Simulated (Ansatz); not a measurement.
Species: AlI₂ (charge +1, singlet). 
Geometry from a B3LYP-D3(BJ)/def2-TZVP (Ansatz, a quantum-chemistry and plane-wave program) optimisation:
```xyz
3

Al     0.0000     0.0000     0.0000
I      0.0000     0.0000    -2.3695
I      0.0000     0.0000     2.3695
```
Charge +1, spin multiplicity 1.

Basis-set convergence of Hartree-Fock and CCSD(T) correlation energies (hartree) with Ansatz. Valence correlation only, unless marked. No spin-orbit coupling. The frozen core is the preceding noble-gas configuration, with the filled d and f shells of earlier blocks. In def2 rows, elements after Kr have scalar-relativistic effective core potentials.

```csv
basis,functions,E(HF),"E(corr, CCSD(T))",rough core time
def2-SVP,70,-834.98963,-0.26288,under 20 s
def2-TZVPP,142,-835.09804,-0.36348,under 20 s
def2-QZVPP,234,-835.10666,-0.40632,25 s
```

Extrapolating the two largest sets (X = 3 and 4) as X^-3: E(corr) = (64·(-0.40632) - 27·(-0.36348))/37 = -0.4376 Eh, an estimate of the basis-set limit. The largest set recovers 92.9 % of it, the smallest 60.1 %.
